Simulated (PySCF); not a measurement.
An unknown shows these calculated signals:

¹H NMR (600 MHz, computed): δ 6.84 (m, 1H), 5.22 (m, 1H), 5.18 (m, 1H), 2.92 (m, 2H), 2.67 (m, 2H), 2.55 (m, 1H), 2.22 (m, 1H), 1.82 (br s, 1H).

¹³C{¹H} NMR (computed): δ 153.2 (CH), 118.4 (CH2), 94.3 (CH), 87.2 (C), 55.8 (CH2), 31.1 (CH).

Theoretical values (PySCF 2.14): GFN2-xTB geometry, shieldings: GIAO PBE0/pcSseg-1. Non-relativistic, single conformer, isolated molecule, rapidly exchanging positions averaged.

References, each an isolated molecule treated in the same way: ¹H, ¹³C vs TMS.

Which of these does the molecule contain: a heteroaromatic ring, a vinyl group CH=CH2, an aldehyde, a C≡C triple bond, a three-membered ring, a non-aromatic C=C double bond?

## Answers


- A heteroaromatic ring: no.
- A vinyl group CH=CH2: yes (δC 118.4, 153.2; δH 5.22 (m), 5.18 (m), 6.84 (m)).
- An aldehyde: no.
- A C≡C triple bond: yes (δC 94.3, 87.2; δH 2.22 (m)).
- A three-membered ring: no.
- A non-aromatic C=C double bond: yes.

The data belong to SMILES C(#C)[P@]1(=N)C[C@H](C=C)C1, C₇H₁₀NP; they needn't prove each group on their own.

Carbon signals by region: 2 in the sp2 and nitrile region (100–160 ppm), 3 at 50–100 ppm, 1 below 50 ppm.

The OH or NH signal is concentration- and solvent-dependent in practice; the value given is the gas-phase one. Splittings by ³¹P in the carbon and heteronuclear signals aren't shown, as no couplings were computed. Shifts are as computed. Against solution values, carbons near 30 ppm lie about +3 ppm off and those near 130 ppm about +5 ppm. Of 1211 compounds with measured shifts, 218 miss one by over three times the rms of a fit or turn the order of signals round; such compounds aren't used in these exercises. Multiplicities follow the n + 1 count of equivalent neighbours, as no J values were calculated; m marks all less simple cases, F and P coupling included.
